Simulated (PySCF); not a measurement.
**Ionisation energy of Kr by level of theory**

Kr [Kr] (1S) → Kr⁺ [Ar] 3d10 4s2 4p5 (2P), as a difference of total energies. Calculation: PySCF 2.14, in dyall-av2z (16s12p8d, 92 functions); the non-relativistic Hamiltonian (point nucleus). Correlated levels: valence: [Ar] 3d10 frozen; virtual orbitals above 40 to 60 times the deepest correlated orbital energy dropped. The calculations carry no spin-orbit coupling.

```json
{"method": "UHF", "ionisation energy (eV)": "13.223", "plus first-order spin-orbit estimate": "13.033", "difference from reference of that sum (eV)": "-0.967"}
{"method": "LDA", "ionisation energy (eV)": "14.460", "plus first-order spin-orbit estimate": "14.270", "difference from reference of that sum (eV)": "+0.270"}
{"method": "PBE", "ionisation energy (eV)": "14.160", "plus first-order spin-orbit estimate": "13.970", "difference from reference of that sum (eV)": "-0.030"}
{"method": "PBE0", "ionisation energy (eV)": "14.217", "plus first-order spin-orbit estimate": "14.027", "difference from reference of that sum (eV)": "+0.027"}
{"method": "r2SCAN", "ionisation energy (eV)": "14.312", "plus first-order spin-orbit estimate": "14.122", "difference from reference of that sum (eV)": "+0.122"}
{"method": "BHandHLYP", "ionisation energy (eV)": "14.146", "plus first-order spin-orbit estimate": "13.956", "difference from reference of that sum (eV)": "-0.044"}
{"method": "B2PLYP", "ionisation energy (eV)": "14.132", "plus first-order spin-orbit estimate": "13.942", "difference from reference of that sum (eV)": "-0.058"}
{"method": "CAM-B3LYP", "ionisation energy (eV)": "14.273", "plus first-order spin-orbit estimate": "14.083", "difference from reference of that sum (eV)": "+0.083"}
{"method": "revPBE", "ionisation energy (eV)": "14.088", "plus first-order spin-orbit estimate": "13.897", "difference from reference of that sum (eV)": "-0.103"}
{"method": "MP2 (valence)", "ionisation energy (eV)": "14.029", "plus first-order spin-orbit estimate": "13.839", "difference from reference of that sum (eV)": "-0.161"}
{"method": "SCS-MP2 (valence)", "ionisation energy (eV)": "13.947", "plus first-order spin-orbit estimate": "13.757", "difference from reference of that sum (eV)": "-0.243"}
```

Reference: 14.000 eV (measured; NIST Atomic Spectra Database, ionization energies).

A first-order spin-orbit estimate (lowest level to lowest level, LS coupling) adds -0.190 eV.

These non-relativistic numbers lack the scalar-relativistic shift.

Errors of the correlated levels include the incompleteness of this basis and the frozen core.
